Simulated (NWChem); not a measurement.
Species: CH3BrSn, singlet; SMILES [CH3][Sn][Br]

Results from NWChem. Medium grid unless said otherwise, to which SCAN and Minnesota functionals are sensitive. Low-valent species are run as closed-shell singlets; no triplet was tried in these runs. The geometry was optimised at PBE0/def2-SVP. def2 effective core potentials on Sn; no spin-orbit coupling. Hybrids' shares of exact exchange are those that their runs print; pure functionals count as 0. The functionals differ in more than this share.

```
row              share of exact exchange  highest occupied level (eV)
---------------  -----------------------  ---------------------------
PBE/def2-SVP                        0.00                        -5.54
MN15-L/def2-SVP                     0.00                        -5.82
B3LYP/def2-SVP                      0.20                     withheld
M06/def2-SVP                        0.27                        -6.47
M06-2X/def2-SVP                     0.54                        -7.60
```

Problem. Fit a straight line of the last column on the one before it, predict the withheld value, and compare with the run.

Solution. 
1. Means of the 4 shown rows: x = 0.203, y = -6.357. Slope Σ(x − x̄)(y − ȳ)/Σ(x − x̄)² = -0.7013/0.2005 = -3.498; intercept -5.649.
2. The shown rows scatter about the line by 0.123 (root mean square); the largest residual is -0.17, at MN15-L/def2-SVP.
3. At x = 0.20 (B3LYP/def2-SVP; inside the shown range) the line gives -6.35.
4. The run gives -6.37, -0.02 from the line, 0.2 times the scatter.
